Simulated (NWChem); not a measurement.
C₃H₄BrF; SMILES F/C(Br)=C\C

Computed with NWChem. Pople sets run with spherical d functions. All runs use the structure optimised with PBE0/def2-SVP. Level M06-2X/6-31G*: energy and gradient on several grids; changes count from the extra-fine grid, which is no exact limit either.

```json
[
 {"grid": "xcoarse", "size of the energy change (μHa)": "30000", "largest change of a gradient component (μHa/bohr)": "4000"},
 {"grid": "coarse", "size of the energy change (μHa)": "200", "largest change of a gradient component (μHa/bohr)": "1000"},
 {"grid": "medium", "size of the energy change (μHa)": "50", "largest change of a gradient component (μHa/bohr)": "300"},
 {"grid": "fine", "size of the energy change (μHa)": "< 10", "largest change of a gradient component (μHa/bohr)": "50"},
 {"grid": "xfine", "size of the energy change (μHa)": "< 10", "largest change of a gradient component (μHa/bohr)": "< 30"}
]
```
